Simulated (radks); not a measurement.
Task: Kr25+, 11 electrons, occupied as [Ne] 3s1. Method: scalar-relativistic Kohn-Sham, PBEsol, spin-polarised, spherical densities, point nucleus; open shells are filled with parallel spins first; computed with a radial shooting solver on a logarithmic mesh with Libxc functionals. Some entries of the table are withheld. Estimate them.

orbital  occ.  eigenvalue (hartree)  <1/r> (bohr^-1)
1s up       1             -564.4289            36.76
1s down     1             -564.3714            36.76
2s up       1             -110.5695            8.307
2s down     1             -110.4976            8.311
2p up       3             -103.1146            8.112
2p down     3             -103.0506            8.114
3s up       1             -43.57370            3.336
3s down     0             -43.13964            3.346
3p up       0             -41.23165            3.245
3p down     0             -40.81700            3.257
4s up       0             -23.08451              (1)

Result: 
(1) 4s up <1/r> (bohr^-1): 1.798
